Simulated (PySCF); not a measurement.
Correlation energy of Te³⁵⁺ (tellurium, charge +35)

[Ne] 3s2 3p5, 2P determinant. Calculation: PySCF 2.14, in an uncontracted even-tempered set (16 s from 5.6 bohr⁻², ratio 2.5; 10 p from 7.3 bohr⁻², ratio 2.5; 5 d from 33 bohr⁻², ratio 2.7; 4 f from 50 bohr⁻², ratio 2.7); the non-relativistic Hamiltonian (point nucleus). Frozen: 1s2; 15 electrons correlated; the 17 highest virtual orbitals of each spin left out.

```json
{"level": "CCSD", "correlation energy (mhartree)": "-600.09"}
{"level": "(T)", "correlation energy (mhartree)": "-1.45"}
{"level": "CCSD(T)", "correlation energy (mhartree)": "-601.54"}
```

Diagnostics: T1 = 0.00073, D1 = 0.0035, largest double amplitude 0.025.

A non-relativistic calculation at this Z misses sizeable relativistic shifts. Spin-orbit coupling, absent here, splits the open shell strongly.

Cost of the coupled-cluster step: of the order of 60 core-seconds, for 15 correlated electrons.

Iterations:

```
CC2 = 0
CCSD nocc = (np.int64(8), np.int64(7)), nmo = (81, 81)
frozen orbitals [[0, 82, 83, 84, 85, 86, 87, 88, 89, 90, 91, 92, 93, 94, 95, 96, 97, 98], [0, 82, 83, 84, 85, 86, 87, 88, 89, 90, 91, 92, 93, 94, 95, 96, 97, 98]]
max_cycle = 100
direct = 0
conv_tol = 1e-08
conv_tol_normt = 1e-06
diis_space = 8
diis_start_cycle = 0
Init t2, MP2 energy = -0.584605196768386
Init E_corr(UCCSD) = -0.584605196771203
cycle = 1  E_corr(UCCSD) = -0.59701478420986  dE = -0.0124095874  norm(t1,t2) = 0.00928371
cycle = 2  E_corr(UCCSD) = -0.599507109808395  dE = -0.0024923256  norm(t1,t2) = 0.00201112
cycle = 3  E_corr(UCCSD) = -0.600103871366169  dE = -0.000596761558  norm(t1,t2) = 0.000483535
cycle = 4  E_corr(UCCSD) = -0.600093502272414  dE = 1.03690938e-05  norm(t1,t2) = 2.72419e-05
cycle = 5  E_corr(UCCSD) = -0.600093368786733  dE = 1.33485682e-07  norm(t1,t2) = 1.91552e-06
cycle = 6  E_corr(UCCSD) = -0.600093460999727  dE = -9.22129944e-08  norm(t1,t2) = 1.32658e-07
cycle = 7  E_corr(UCCSD) = -0.600093458529872  dE = 2.46985565e-09  norm(t1,t2) = 1.35152e-08
UCCSD converged
E(UCCSD) = -5647.007222265747  E_corr = -0.6000934585298715
UCCSD(T) correction = -0.00144644661285909
```

At this charge a non-relativistic calculation is a model, useful for the Z dependence of the correlation energy.
